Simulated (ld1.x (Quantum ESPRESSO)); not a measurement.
# P (Z = 15): one change to a TM potential, before and after

| Property | Result |
| --- | --- |
| Element | P |
| Generator | ld1.x (Quantum ESPRESSO) 7.5 |
| Type | norm-conserving Troullier–Martins (Kleinman–Bylander form) |
| Functional | PBEsol |
| Relativity | scalar-relativistic |
| Frozen core | [Ne] |
| Valence charge | 5 |
| Reference configuration | 3s2 3p2 (charge +1) |
| Partial waves | 3s (bound): rc 1.55 bohr; 3p (bound): rc 1.70 bohr; 3d channel at 0.2 Ry: rc 1.60 bohr |
| Local potential | all-electron potential smoothed inside 1.65 bohr (lloc = -1) |
| Core correction | none |

Change: all radii scaled by about 1.12 (s 1.74, p 1.90, d 1.80 bohr); local potential all-electron potential smoothed inside 1.84 bohr (lloc = -1).

Cutoffs: the cutoffs (Ry, on a coarse ladder) from which the occupation-weighted sum of valence levels, in a spherical-Bessel basis at the reference potential, stays within 10 and 1 mRy of its value at 400 Ry; they do not see the model core or the augmentation charge, which bear on the density cutoff. Errors are all-electron minus pseudo energies relative to the spin-unpolarised reference configuration.

Problem. What does the change do?

Solution. The potential gets neither clearly harder nor softer (21 Ry and 50 Ry → 21 Ry and 45 Ry); of the 7 tests that both files solve, the error grows in 2 and shrinks in 0 by more than 15 % and 0.3 meV (median size 4.3 → 4.2 meV); neither file shows a bound ghost.

```tsv
quantity	base	changed
cutoff, loose	21 Ry	21 Ry
cutoff, tight	50 Ry	45 Ry
bound ghosts	none	none
error for 3s2 3p3, meV [ΔE -9.70 eV]	+4.3	+4.2
error for 3s2 3p1, meV [ΔE 19.11 eV]	+9.9	+10.0
error for 3s2 3p0, meV [ΔE 48.82 eV]	+64	+64
error for 3s2 3p2.5, meV [ΔE -5.94 eV]	+1.6	+1.6
error for 3s1 3p0, meV [ΔE 100.73 eV]	+218	+210
error for 3s1 3p4, meV [ΔE -1.19 eV]	+2.4	+4.0
error for 3s1 3p3, meV [ΔE 9.09 eV]	+1.8	+2.2
```
